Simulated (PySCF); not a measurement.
[Ru(NH3)6]3+: Ru(III) (d5), charge +3. The structure is a PBE0-D3(BJ)/def2-SVP, IEF-PCM water geometry optimised for multiplicity 2; coordination octahedral, point group Ci, metal–donor distances 2.10 Å.

The d shell alone is too small an active space for [Ru(NH3)6]3+ (an active orbital has only 0.61 squared overlap with the free ion's shell): its levels, fitted parameters, g values and moments show what this model gives and aren't sound predictions.

Method (PySCF 2.14, density fitting): CASSCF(5,5) with orbitals averaged over all microstates of the shell, strongly contracted NEVPT2 on the averaged canonical orbitals; basis x2c-TZVPall on the metal, x2c-SVPall elsewhere; spin-free X2C; IEF-PCM water; spin-orbit coupling by state interaction with the mean-field operator over all roots.

CASSCF energies above the lowest CASSCF root:

```
          state  CASSCF / cm⁻¹
2Ag (from 2T2g)              0
2Ag (from 2T2g)            387
2Ag (from 2T2g)            418
4Ag (from 4T1g)          18186
4Ag (from 4T1g)          18368
4Ag (from 4T1g)          18467
4Ag (from 4T2g)          23794
4Ag (from 4T2g)          23914
4Ag (from 4T2g)          24141
6Ag (from 6A1g)          27218
2Ag (from 2T1g)          27969
2Ag (from 2T1g)          28117
2Ag (from 2T1g)          28216
2Ag (from 2A2g)          29378
2Ag (from 2T2g)          31468
2Ag (from 2T2g)          31594
2Ag (from 2T2g)          31718
 2Ag (from 2Eg)          33491
 2Ag (from 2Eg)          33534
2Ag (from 2T2g)          38938
2Ag (from 2T2g)          39116
2Ag (from 2T2g)          39320
```

Problem. How does dynamic correlation (SC-NEVPT2) move these states?

Solution. 
```
          state  NEVPT2 / cm⁻¹  shift / cm⁻¹
2Ag (from 2T2g)              0             0
2Ag (from 2T2g)            407           +20
2Ag (from 2T2g)            397           -21
4Ag (from 4T1g)          25248         +7062
4Ag (from 4T1g)          25431         +7062
4Ag (from 4T1g)          25543         +7076
4Ag (from 4T2g)          29551         +5757
4Ag (from 4T2g)          29664         +5750
4Ag (from 4T2g)          29898         +5757
6Ag (from 6A1g)          42678        +15460
2Ag (from 2T1g)          33956         +5988
2Ag (from 2T1g)          34107         +5990
2Ag (from 2T1g)          34221         +6005
2Ag (from 2A2g)          35659         +6282
2Ag (from 2T2g)          37190         +5722
2Ag (from 2T2g)          37312         +5719
2Ag (from 2T2g)          37429         +5711
 2Ag (from 2Eg)          39040         +5550
 2Ag (from 2Eg)          39077         +5543
2Ag (from 2T2g)          42310         +3372
2Ag (from 2T2g)          42499         +3383
2Ag (from 2T2g)          42680         +3360
```

These are spin-free levels; spin-orbit coupling mixes and splits them, by more than some of the gaps here.

NEVPT2 lifts 2Ag (from 2T1g) from 27969 to 33956 cm⁻¹; on the d shell alone it tends to overshoot states that fill the eg-type orbitals. NEVPT2 on the d shell alone tends to put d–d bands too high for such charged or covalently bound ions. Gaps between spin states lean to high spin in this active space.
